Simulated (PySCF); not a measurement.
## Spin-rotation constants: `InChI=1S/C4H4O5/c1-3(6)9-4(7)8-2-5/h2H,1H3`

Cartesian coordinates in Å; atom numbers follow the order of the lines, from 1:
```xyz
13

C    -2.634    0.076   -0.066
C    -1.414   -0.485    0.589
O    -1.357   -1.275    1.469
O    -0.290    0.086   -0.017
C     0.969   -0.226    0.353
O     1.328   -0.981    1.181
O     1.763    0.545   -0.462
C     3.121    0.513   -0.400
O     3.800   -0.137    0.314
H    -3.522   -0.353    0.387
H    -2.639    1.158    0.048
H    -2.608   -0.147   -1.130
H     3.480    1.226   -1.161
```

Computed, not measured: GIAO BHandHLYP/pcSseg-1 magnetisability, rotational g tensor and spin-rotation constants, non-relativistic, gas phase (PySCF). Geometry: GFN2-xTB.

(1) Give the nuclear spin-rotation constants along the inertial axes (H = +C I·J) beside the isotropic shieldings.

## Answers

(1) Rotational constants 5.2166, 0.8725, 0.7509 GHz. A star marks the isotopologue with that one atom substituted, in its own axes.
| atom | isotope | Caa (kHz) | Cbb (kHz) | Ccc (kHz) | mean (kHz) | σ (ppm) |
| --- | --- | --- | --- | --- | --- | --- |
| H10 | 1H | 0.077 | -0.083 | -0.089 | -0.032 | 29.8 |
| H11 | 1H | -0.581 | -0.054 | -0.018 | -0.218 | 29.6 |
| H12 | 1H | -0.581 | -0.056 | -0.016 | -0.218 | 29.6 |
| H13 | 1H | -0.215 | 0.023 | -0.065 | -0.086 | 24.0 |
| C1 | 13C* | 0.655 | 0.128 | 0.130 | 0.304 | 163.0 |
| C2 | 13C* | 3.038 | 0.223 | 0.207 | 1.156 | 15.2 |
| O3 | 17O* | -3.273 | -0.600 | -0.062 | -1.312 | -174.5 |
| O4 | 17O* | -1.066 | -0.355 | -0.144 | -0.521 | 70.4 |
| C5 | 13C* | 2.721 | 0.180 | 0.208 | 1.036 | 38.9 |
| O6 | 17O* | -2.599 | -0.440 | -0.065 | -1.035 | -46.6 |
| O7 | 17O* | -1.166 | -0.346 | -0.146 | -0.553 | 64.2 |
| C8 | 13C* | 2.692 | 0.244 | 0.197 | 1.044 | 26.6 |
| O9 | 17O* | -3.728 | -0.529 | -0.050 | -1.436 | -169.3 |

For the geometry as given, no vibrational averaging.
